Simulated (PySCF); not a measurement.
AuS₂⁻, triplet: data card

Level of theory: UPBE0/[Au def2-SVPD with ECP60, S def2-SVPD], scalar-relativistic core potentials, density fitting, no spin–orbit coupling, PySCF.

The structure is a minimum.

```xyz
3
charge -1 multiplicity 3, angstrom
Au    0.0000    0.0000    0.0000
S     0.0000    0.0000    2.2147
S     0.0000    0.0000   -2.2147
```

| Item | Value |
| --- | --- |
| Point group | D∞h |
| Bond lengths | Au–S 2.215 Å (×2) |
| Bond angles | S–Au–S 180.0° |
| Dipole moment about the centre of mass | 0.00 D |
| Heat capacity Cp at 298.15 K | 57.6 J/(mol K) |
| Entropy at 298.15 K and 1 bar (electronic part: spin only) | 295.4 J/(mol K) |
| Rotational symmetry number | 2 |
| Highest occupied level (β) | -1.91 eV |
| Rotational constants | 0.05375 cm⁻¹ |
| Enthalpy at 298.15 K above 0 K | 14.13 kJ/mol |
| Principal polarisabilities | 69.0, 69.0, 256.5 bohr³ |
| Lowest empty level (β) | 0.39 eV |
| Zero-point energy | 6.0 kJ/mol |
| Spin squared ⟨S²⟩ | 2.024 |
| Principal quadrupole moments (Buckingham, traceless) about the centre of mass | -23.67, 11.84, 11.84 D Å |

Harmonic modes (masses in u: Au 196.967, S 31.972):
```json
{"symmetry": "πu", "ω (cm⁻¹)": "100", "IR (km/mol, summed over degenerate members)": "14.4", "type": "bend"}
{"symmetry": "σg+", "ω (cm⁻¹)": "392", "IR (km/mol, summed over degenerate members)": "0.0", "type": "stretch"}
{"symmetry": "σu+", "ω (cm⁻¹)": "417", "IR (km/mol, summed over degenerate members)": "48.1", "type": "stretch"}
```

In D∞h the vibrations span πu + σg+ + σu+. The σg+ mode carries no infrared intensity, as symmetry demands. With a centre of inversion only u modes can be infrared active and only g modes Raman active.

Charges (e); Mulliken and Löwdin values are unreliable with diffuse functions:
```tsv
atom	Mulliken	Löwdin	polar tensor	spin (Mulliken)	Mayer order to Au1
Au1	0.29	-0.18	0.16	0.20	–
S2,3	-0.65	-0.41	-0.58	0.90	0.97
```
Other Mayer orders above 0.3: S–S 0.67.

Mulliken populations on Au1 (electrons outside its core potential): s 3.12, p 6.14, d 9.43, f 0.01.

Formally Au is in oxidation state +3, d8, with 2 unpaired electrons (the high-spin count). The Mulliken spin on Au is 0.20, so most of the spin sits on the ligands and the formal count fails. The polar-tensor charge on Au, 0.16, is far below the formal one.

Other isomers or separated fragments may lie lower. Open d and f shells are described by one determinant, and the ground state may have another occupation or spin. The lowest empty level of this anion is unbound, so it and the gap depend on the basis. No spin–orbit coupling is included, which matters more the heavier the element.

The final relaxation and frequency run took roughly 60 core-seconds on a shared host.
